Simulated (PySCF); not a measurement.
B(2+) (boron, charge +2) across methods

[He] 2s1, 2S determinant. All numbers are calculated (PySCF 2.14, the non-relativistic Hamiltonian (point nucleus), in aug-cc-pwCVQZ).

```
method  E (hartree)  mean ε 1s α (eV)  mean ε 1s β (eV)  mean ε 2s α (eV)  Σ⟨r²⟩ (bohr²)   ⟨S²⟩
   UHF    -23.37596           -240.54           -238.80           -37.823          3.415  0.750
   M06     -23.4326           -219.04           -218.18           -33.626          3.389  0.750
 TPSSh     -23.4395           -216.13           -215.28           -33.310          3.370  0.750
   PBE     -23.3891           -211.29           -210.49           -32.656          3.381  0.750
   LDA     -23.1358           -209.28           -208.49           -32.359          3.410  0.750
 M06-L     -23.4386           -214.45           -213.96           -32.691          3.365  0.750
  PBE0     -23.3993           -218.78           -217.76           -34.054          3.383  0.750
r2SCAN     -23.4242           -214.27           -213.63           -32.904          3.386  0.750
```
